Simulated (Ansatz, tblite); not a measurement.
Cost and result up the ladder for SnTe₂⁻ (3 atoms). The state is a doublet with charge -1. Geometry: PBE-D4/def2-SVPD.

```xyz
3

Sn    0.304   -0.157   -0.697
Te    2.082    0.300    1.272
Te   -2.386   -0.143   -0.575
```

Ansatz on 4 threads of Arm Neoverse V2 on a shared host; xTB runs through tblite on one thread. Times are rough, summed over both states, and most runs start from the orbitals of an earlier one. No level here is sound enough to serve as a yardstick. The other state is a singlet.

In the def2 sets Sn, Te take a core potential; there is no spin–orbit coupling. The xTB rows come from tblite. The structure comes from a short search, and lower isomers may exist.

Run but left out: r2SCAN-D4/def2-TZVPD (neutral singlet: restricted singlet with a triplet 0.01 eV lower at the same geometry).

Raw xTB energies of ions are shifted by several eV, and xTB has no spin-polarisation term.

```tsv
level	functions	vertical IE (eV)	remarks
GFN2-xTB	27	4.47	–
PBE-D4/def2-TZVPD	174	2.99	restricted singlet, untested (singlet)
PBE0-D4/def2-TZVPD	174	3.20	restricted singlet, untested (singlet)
GFN1-xTB	27	6.27	–
```

Q: Estimate how long each takes.

A: GFN1-xTB 0.004 s; GFN2-xTB 0.008 s; PBE-D4/def2-TZVPD 4.5 s; PBE0-D4/def2-TZVPD 7.1 s. On shared hardware such times vary by a factor of up to 3.
